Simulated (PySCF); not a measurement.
Compound: C₄H₁₃NP₂Si.
Z-matrix (Å and degrees, PBE0-D3(BJ)/def2-SVP geometry), rows numbered from 1:
```
P 
Si  1  2.2692
P   2  2.2742  1  106.96
N   2  1.7279  1  107.72  3  -115.83
C   4  1.4604  2  123.01  1   153.73
C   5  1.5302  4  104.43  2   179.03
C   6  1.5245  5  103.14  4    26.57
C   4  1.4549  2  125.91  1   -23.30
H   1  1.4303  2   94.06  3  -159.33
H   1  1.4302  2   92.52  3   -66.05
H   2  1.5029  1  110.72  3   119.33
H   3  1.4307  2   93.69  1   163.99
H   3  1.4307  2   92.56  1    71.02
H   5  1.1055  4  112.58  2    58.18
H   5  1.1081  4  110.91  2   -61.50
H   6  1.0996  5  112.64  4   149.69
H   6  1.1023  5  109.90  4   -90.39
H   7  1.1025  6  110.20  5    77.49
H   7  1.0998  6  113.66  5  -161.04
H   8  1.1097  4  112.32  2   -84.82
H   8  1.1037  4  111.41  2    35.35
```

Computed at PBE0/pcSseg-1 (PySCF, non-relativistic), with Q(14N) = 0.02044 b: N4, 14N (I = 1): χzz = -5.851 MHz, η = 0.333.

(1) Where would the pure quadrupole (NQR) lines of 14N at N4 fall for the rigid, isolated species?

## Answers

(1) From ν± = (3/4)|χ|(1 ± η/3) and ν0 = |χ|η/2: ν+ 4.875 MHz, ν− 3.901 MHz, ν0 0.974 MHz (silicon-bound nitrogen).

In a crystal, neighbours and librations shift these lines. These gradients aren't converged with respect to the basis.

One conformer stands for the species.
